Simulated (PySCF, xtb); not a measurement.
B(OH)(OMe)(NH2) (CH6BNO2), SMILES B(OC)(O)N.

GFN2-xTB in xtb at its own geometry gives an orbital gap of 7.80 eV and a dipole moment of 3.63 D.

Geometry: PBE0-D3(BJ)/def2-SVP. Other conformers were not sampled.

Task: What does PBE/def2-TZVP run with PySCF give? (The exact figures need the calculation; the answer reports its results.)

Result: gap 5.92 eV (levels -6.17 and -0.25 eV), dipole 3.25 D.
